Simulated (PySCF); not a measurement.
F6Se, charge +1, doublet, at a GFN2-xTB geometry (a state made from the parent by changing its charge; the spin is typed, not shown lowest); DF-HF/def2-SV(P) (PySCF).

The PySCF input:
```python
from pyscf import gto, scf

mol = gto.Mole()
mol.atom = '''
    F     0.97457506   -1.34187171   -0.50462018
    Se   -0.01830579   -0.02215590   -0.00520098
    F     1.23203182    1.09081494   -0.49112291
    F    -1.25281179   -1.10992342    0.49100163
    F    -0.70622335    0.07384453   -1.58432304
    F     0.68996947   -0.08930163    1.57800609
    F    -0.98846126    1.32418917    0.50049870
'''
mol.basis = 'def2-sv(p)'
mol.charge = 1
mol.spin = 1
mol.verbose = 4
mol.build()

mf = scf.UHF(mol)
mf = mf.density_fit(auxbasis='def2-universal-jkfit')
mf.kernel()
```

What the program printed (banner, timings and long lists left out):

```
PySCF version 2.14.0

[INPUT] verbose = 4
[INPUT] num. atoms = 7
[INPUT] num. electrons = 87
[INPUT] charge = 1
[INPUT] spin (= nelec alpha-beta = 2S) = 1
[INPUT] symmetry False subgroup None
[INPUT] Mole.unit = angstrom
[INPUT] Symbol           X                Y                Z      unit          X                Y                Z       unit  Magmom
[INPUT]  1 F      0.974575060000  -1.341871710000  -0.504620180000 AA    1.841679951232  -2.535770026202  -0.953593937129 Bohr   0.0
[INPUT]  2 Se    -0.018305790000  -0.022155900000  -0.005200980000 AA   -0.034592929594  -0.041868583043  -0.009828427779 Bohr   0.0
[INPUT]  3 F      1.232031820000   1.090814940000  -0.491122910000 AA    2.328202716549   2.061341489184  -0.928087793399 Bohr   0.0
[INPUT]  4 F     -1.252811790000  -1.109923420000   0.491001630000 AA   -2.367471168726  -2.097451283041   0.927858607415 Bohr   0.0
[INPUT]  5 F     -0.706223350000   0.073844530000  -1.584323040000 AA   -1.334568714273   0.139545937497  -2.993936638438 Bohr   0.0
[INPUT]  6 F      0.689969470000  -0.089301630000   1.578006090000 AA    1.303853332611  -0.168755623177   2.981999332996 Bohr   0.0
[INPUT]  7 F     -0.988461260000   1.324189170000   0.500498700000 AA   -1.867921066142   2.502354868415   0.945805468701 Bohr   0.0

nuclear repulsion = 808.818947874503
number of shells = 48
number of NR pGTOs = 218
number of NR cGTOs = 116
basis = def2-sv(p)
ecp = {}

******** <class 'pyscf.df.df_jk.DFUHF'> ********
method = DFUHF
initial guess = minao
damping factor = 0
level_shift factor = 0
DIIS = <class 'pyscf.scf.diis.CDIIS'>
diis_start_cycle = 1
diis_space = 8
diis_damp = 0
SCF conv_tol = 1e-09
SCF conv_tol_grad = None
SCF max_cycles = 50
direct_scf = False
number electrons alpha = 44  beta = 43
Set gradient conv threshold to 3.16228e-05
******** <class 'pyscf.df.df.DF'> ********
auxbasis = def2-universal-jkfit
init E= -2995.39505449457

cycle= 1 E= -2994.53122140421  delta_E= 0.864  |g|= 0.893  |ddm|= 2.34
cycle= 2 E= -2994.75101957734  delta_E= -0.22  |g|= 0.605  |ddm|= 1.36
cycle= 3 E= -2994.85870300765  delta_E= -0.108  |g|= 0.0812  |ddm|= 0.476
cycle= 4 E= -2994.8649699142  delta_E= -0.00627  |g|= 0.0488  |ddm|= 0.0974
cycle= 5 E= -2994.87233603009  delta_E= -0.00737  |g|= 0.0551  |ddm|= 0.112
cycle= 6 E= -2994.87090422633  delta_E= 0.00143  |g|= 0.053  |ddm|= 0.02
cycle= 7 E= -2994.86010263582  delta_E= 0.0108  |g|= 0.0188  |ddm|= 0.255
cycle= 8 E= -2994.86002516515  delta_E= 7.75e-05  |g|= 0.0186  |ddm|= 0.0611
cycle= 9 E= -2994.86035898151  delta_E= -0.000334  |g|= 0.0163  |ddm|= 0.0207
cycle= 10 E= -2994.86031720743  delta_E= 4.18e-05  |g|= 0.0149  |ddm|= 0.0039
cycle= 11 E= -2994.8603419981  delta_E= -2.48e-05  |g|= 0.0152  |ddm|= 0.00165
cycle= 12 E= -2994.86033252997  delta_E= 9.47e-06  |g|= 0.0154  |ddm|= 0.00185
cycle= 13 E= -2994.85994049729  delta_E= 0.000392  |g|= 0.0109  |ddm|= 0.0307
cycle= 14 E= -2994.85980235266  delta_E= 0.000138  |g|= 0.0069  |ddm|= 0.0298
cycle= 15 E= -2994.85981227185  delta_E= -9.92e-06  |g|= 0.00424  |ddm|= 0.0217
cycle= 16 E= -2994.85984737896  delta_E= -3.51e-05  |g|= 0.00348  |ddm|= 0.00762
cycle= 17 E= -2994.85991210746  delta_E= -6.47e-05  |g|= 0.00341  |ddm|= 0.0152
cycle= 18 E= -2994.85996084914  delta_E= -4.87e-05  |g|= 0.00344  |ddm|= 0.0123
cycle= 19 E= -2994.85996848032  delta_E= -7.63e-06  |g|= 0.00353  |ddm|= 0.0028
cycle= 20 E= -2994.85995919816  delta_E= 9.28e-06  |g|= 0.00337  |ddm|= 0.00624
cycle= 21 E= -2994.85996863582  delta_E= -9.44e-06  |g|= 0.0037  |ddm|= 0.00292
cycle= 22 E= -2994.85996520451  delta_E= 3.43e-06  |g|= 0.0033  |ddm|= 0.00262
cycle= 23 E= -2994.85996785578  delta_E= -2.65e-06  |g|= 0.00324  |ddm|= 0.00434
cycle= 24 E= -2994.85997355647  delta_E= -5.7e-06  |g|= 0.00325  |ddm|= 0.00304
cycle= 25 E= -2994.85996496636  delta_E= 8.59e-06  |g|= 0.00307  |ddm|= 0.00375
cycle= 26 E= -2994.85995008164  delta_E= 1.49e-05  |g|= 0.00294  |ddm|= 0.0119
cycle= 27 E= -2994.8599299629  delta_E= 2.01e-05  |g|= 0.00229  |ddm|= 0.0176
cycle= 28 E= -2994.85992847887  delta_E= 1.48e-06  |g|= 0.00196  |ddm|= 0.00709
cycle= 29 E= -2994.85992370728  delta_E= 4.77e-06  |g|= 0.00187  |ddm|= 0.00379
cycle= 30 E= -2994.85992038826  delta_E= 3.32e-06  |g|= 0.0017  |ddm|= 0.00556
cycle= 31 E= -2994.85990791038  delta_E= 1.25e-05  |g|= 0.00134  |ddm|= 0.0102
cycle= 32 E= -2994.85991262398  delta_E= -4.71e-06  |g|= 0.00145  |ddm|= 0.00345
cycle= 33 E= -2994.85991048244  delta_E= 2.14e-06  |g|= 0.00122  |ddm|= 0.00579
cycle= 34 E= -2994.85991465536  delta_E= -4.17e-06  |g|= 0.00129  |ddm|= 0.00329
cycle= 35 E= -2994.85991537244  delta_E= -7.17e-07  |g|= 0.0013  |ddm|= 0.00176
cycle= 36 E= -2994.85991238135  delta_E= 2.99e-06  |g|= 0.00118  |ddm|= 0.00494
cycle= 37 E= -2994.85990356173  delta_E= 8.82e-06  |g|= 0.00107  |ddm|= 0.00637
cycle= 38 E= -2994.85989595686  delta_E= 7.6e-06  |g|= 0.000854  |ddm|= 0.0072
cycle= 39 E= -2994.85989753274  delta_E= -1.58e-06  |g|= 0.000887  |ddm|= 0.00199
cycle= 40 E= -2994.85989678491  delta_E= 7.48e-07  |g|= 0.000871  |ddm|= 0.000733
cycle= 41 E= -2994.85989189271  delta_E= 4.89e-06  |g|= 0.000766  |ddm|= 0.00572
cycle= 42 E= -2994.85988943708  delta_E= 2.46e-06  |g|= 0.0006  |ddm|= 0.00481
cycle= 43 E= -2994.85988986856  delta_E= -4.31e-07  |g|= 0.000586  |ddm|= 0.00373
cycle= 44 E= -2994.85989073244  delta_E= -8.64e-07  |g|= 0.000435  |ddm|= 0.00371
cycle= 45 E= -2994.85989151384  delta_E= -7.81e-07  |g|= 0.000461  |ddm|= 0.00298
cycle= 46 E= -2994.8598915976  delta_E= -8.38e-08  |g|= 0.000412  |ddm|= 0.00168
cycle= 47 E= -2994.85989183508  delta_E= -2.37e-07  |g|= 0.000377  |ddm|= 0.00145
cycle= 48 E= -2994.85989182457  delta_E= 1.05e-08  |g|= 0.000375  |ddm|= 9.93e-05
cycle= 49 E= -2994.85989182053  delta_E= 4.04e-09  |g|= 0.000365  |ddm|= 0.00158
cycle= 50 E= -2994.85989205288  delta_E= -2.32e-07  |g|= 0.000327  |ddm|= 0.00136
SCF not converged.
SCF energy = -2994.85989205288 after 50 cycles  <S^2> = 0.7849106  2S+1 = 2.0346111
```

Convergence was not reached.
